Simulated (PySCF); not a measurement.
Spectroscopic constants of MoW, closed-shell singlet (lowest of 2S+1 = 1, 3, 5 at CCSD(T)/def2-TZVPP on PBE0 minima; our sources give no spin for the ground state, which may be another). No spin–orbit coupling.

Seven points along R, fitted to fifth degree in 1/R; most abundant isotopes. In def2 and cc sets the state is the lowest found near the PBE0 minimum, followed along R. The singlet is held restricted.

Rows in LANL2DZ carry no dispersion term and start afresh at each structure. LANL2DZ brings its own core potentials from Na on.

Programs: PySCF for LANL2DZ rows. Each number belongs to the level named beside it.

Energies at BP86/LANL2DZ:

| R (Å) | E (hartree) |
|---|---|
| 1.794319 | -135.26690927 |
| 1.842553 | -135.29945949 |
| 1.886929 | -135.31993222 |
| 1.937093 | -135.33434309 |
| 1.987257 | -135.34138550 |
| 2.045138 | -135.34241758 |
| 2.112666 | -135.33642888 |

Question: With a reduced mass of 63.8971 u, find the minimum, the force constant and the constants.

Answer: A fifth-degree polynomial in 1/R puts the minimum at r_e = 2.0247 Å with force constant 828 N/m. Then ω_e = (1/2πc)√(k/μ) = 469 cm⁻¹ and B_e = h/(8π²cμr_e²) = 0.06436 cm⁻¹; the cubic and quartic terms give α_e = 0.00013 and ω_e x_e = 0.65 cm⁻¹.
